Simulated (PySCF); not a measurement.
**Low-lying terms of C²⁺ (carbon, charge +2)**

Ground state [He] 2s2, ¹S. All numbers are calculated (PySCF 2.14, the non-relativistic Hamiltonian (point nucleus), in def2-TZVPPD with one added diffuse shell each of s, p, d type (7s4p4d1f, 46 functions)). Vertical excitation energies in eV without spin-orbit coupling; excited terms of each kind are numbered among those the solver found. Frozen: nothing.

| term | leading excitation | EOM-EE-CCSD |
| --- | --- | --- |
| 1 3P° | 2s → p | 6.471 |
| 1 1P° | 2s → p | 12.789 |
| 1 3S | 2s → s | 29.438 |
| 1 1S | 2s → s | 30.584 |
| 2 1P° | 2s → p | 32.038 |
| 2 3P° | 2s → p | 32.133 |

Only the lower part of the computed list is shown. Doubly excited terms such as np² are absent. The solver can miss terms. Rydberg members are limited by the diffuse functions of the basis.
